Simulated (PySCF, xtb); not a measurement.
H3O4P, SMILES O=P(O)(O)O (connectivity only; charge and spin as stated), charge -1, multiplicity 2.

The structure is a stationary point at B3LYP-D3(BJ)/def2-SVPD. The spin state was assumed, not searched. Other conformers were not sampled.

These are PySCF with C-PCM-ωB97X/def2-SVPD values and carry that method's errors.

The values are the electrostatic part of the solvation free energy, E(continuum) − E(gas) at the gas-phase geometry, in a cavity of scaled van der Waals radii (PySCF's table); cavitation and dispersion terms are not included.

| solvent | ε | ΔG(elec) (kcal/mol) |
|---|---|---|
| water | 78.36 | -62.6 |
| toluene | 2.37 | -36.3 |
| acetone | 20.49 | -60.3 |

For comparison, GFN2-xTB/ALPB(water) (xtb, at the GFN2-xTB geometry, all terms of that model) gives -70.3 kcal/mol.
